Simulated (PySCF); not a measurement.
2-hydroxyethyl prop-2-enoate (C5H8O3), SMILES C(=C)C(OCCO)=O.

Coordinates come from a PBE0-D3(BJ)/def2-SVP optimisation. Other conformers were not sampled.

Two levels are set side by side: PBE/def2-TZVP (PySCF) and CAM-B3LYP/def2-TZVP (PySCF). Same geometry, gas phase. Differences are taken from unrounded values.

| quantity | PBE |
|---|---|
| orbital gap (eV) | 4.01 |
| highest occupied level (eV) | -6.43 |
| lowest empty level (eV) | -2.42 |
| dipole moment (D) | 2.93 |

Problem. These are the PBE values. What does CAM-B3LYP give? (The exact figures need the calculation; the answer reports its results.)

Solution. 
```tsv
quantity	CAM-B3LYP	PBE minus CAM-B3LYP
orbital gap (eV)	9.17	-5.16
highest occupied level (eV)	-9.50	3.06
lowest empty level (eV)	-0.33	-2.10
dipole moment (D)	3.10	-0.18
```

Without exact exchange PBE keeps part of each electron's self-repulsion, which lifts occupied levels and narrows the gap. Differences between two approximate levels are no errors against the true value.

Rough cost on one machine, each run with all the roots and properties that it gave: CAM-B3LYP against PBE within a factor of 2.
